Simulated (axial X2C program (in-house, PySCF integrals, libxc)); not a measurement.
## Potential curves of TiCl⁻, with spin–orbit coupling

All values were computed with an in-house all-electron X2C program for linear molecules (integrals from PySCF). Two-component (2c) means X2C with spin–orbit coupling and atomic mean-field two-electron Coulomb and Gaunt terms. Basis: Ti dyall-acv3z [11s11p7d4f2g], Cl dyall-av3z [9s8p3d2f] (cores contracted in-house); Gaussian nuclei, density fitting, unrestricted open shells. Masses: Ti 47.948 u, Cl 34.969 u.

State: Ω = 2 (⟨Sz⟩ = -1.00, ⟨Lz⟩ = 3.00 at PBE0). Energies in cm⁻¹ from the lowest point of each curve. Fits are polynomials in 1 − R0/R over 0.85 to 1.23 times the lowest point R0.

```json
{"R (Å)": "2.0488", "PBE0": "4505", "LDA": "2226"}
{"R (Å)": "2.1431", "PBE0": "1795", "LDA": "516"}
{"R (Å)": "2.2137", "PBE0": "676", "LDA": "18"}
{"R (Å)": "2.2843", "PBE0": "126", "LDA": "0"}
{"R (Å)": "2.3550", "PBE0": "0", "LDA": "331"}
{"R (Å)": "2.4374", "PBE0": "239", "LDA": "1024"}
{"R (Å)": "2.5198", "PBE0": "764", "LDA": "1931"}
{"R (Å)": "2.6258", "PBE0": "1701", "LDA": "3274"}
{"R (Å)": "2.7553", "PBE0": "3050", "LDA": "5018"}
{"R (Å)": "2.9438", "PBE0": "5106", "LDA": "7502"}
```

One determinant describes the state; a PBE0 search over occupations chose it and may have missed a lower one. Density functionals use the spin component along the axis (collinear). Other states lie close and PBE0, whose exact exchange favours high spin, may order them wrongly; the determinant shown need not be the ground state. The nearest other spin-free determinant of the search, M_S = 1, Λ = 0, lies 0.015 eV up at the distance of the search. Without a current term, density functionals place determinants with orbital angular momentum somewhat too high. With several unpaired electrons one determinant need not be a pure state. A state of lower Ω lies just above, and one determinant can place such states too high, so the state shown need not be the lowest. The search has Ω = 1 only 0.04 eV up. At some level and bond length an empty orbital lies below a filled one. The highest occupied level of some functionals is positive through self-interaction error; at Hartree–Fock it is bound. The determinant is spin-polarised beyond a pure state at some levels (its spin-free form has ⟨S²⟩ too high), which makes Re and μ there less reliable.

Fit the PBE0 curve near its minimum: give the equilibrium distance and the harmonic wavenumber.

At PBE0, 2c: Re = 2.345 Å, ωe ≈ 329 cm⁻¹; Be follows as 0.152 cm⁻¹.

What are Re and ωe at the LDA level?

At LDA, 2c: Re = 2.251 Å, ωe ≈ 367 cm⁻¹; Be follows as 0.164 cm⁻¹.
